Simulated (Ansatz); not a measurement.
Input file for Ansatz (a first-principles code): U-BHLYP/def2-TZVPP on CdCl, 2S+1 = 2, a spin state set in the input, which need not be the lowest, a point of a bond scan (R = 2.367 Å). Elements past Kr take the def2 small-core potentials; no spin–orbit coupling.

Ansatz 0.2 input:
```yaml
crystal:
  periodic: [false, false, false]
  atoms:
    - {symbol: Cd, position_ang: [0.00000000, 0.00000000, 0.00000000]}
    - {symbol: Cl, position_ang: [0.00000000, 0.00000000, 2.36726500]}
basis:
  gaussian:
    orbitals: def2-TZVPP
    pivot_positions_ang: [[0.00000000, 0.00000000, 0.00000000], [0.00000000, 0.00000000, 2.36726500]]
hamiltonian:
  xc: {name: BHLYP}
magnetization: {spin_polarized: true, initial_magnetization: 1}
output: {forces: true, orbitals: {seedname: ./end}}
```

Problem. What total energy does the run end on?

Solution. -627.9146 hartree.

Problem. How many basis functions does it have, and what does it roughly cost on one machine?

Solution. 98 functions; about 7 core-seconds (a rough figure).
